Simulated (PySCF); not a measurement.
Radial density of Rh²⁺ (rhodium, charge +2)

UHF, [Kr] 4d6 5s1, high-spin 6D determinant (an excited configuration). All numbers are calculated (PySCF 2.14, scalar relativity by spin-free X2C-1e, in x2c-QZVPPall (13s8p7d4f2g, 118 functions)).

```csv
r (bohr),4πr²ρ (e/bohr),4πr²(ρα − ρβ)
0.0321,53.29,-0.0017
0.0540,50.56,0.0058
0.0908,70.67,0.1213
0.153,55.21,0.5100
0.257,52.78,0.8344
0.432,39.68,0.0119
0.726,14.29,1.6383
1.22,11.79,3.3348
2.06,2.442,1.4795
3.46,0.3055,0.2776
5.82,0.005783,0.0057
```

Densities and radii are taken from the X2C orbitals without a picture-change correction, which distorts them close to the nucleus.
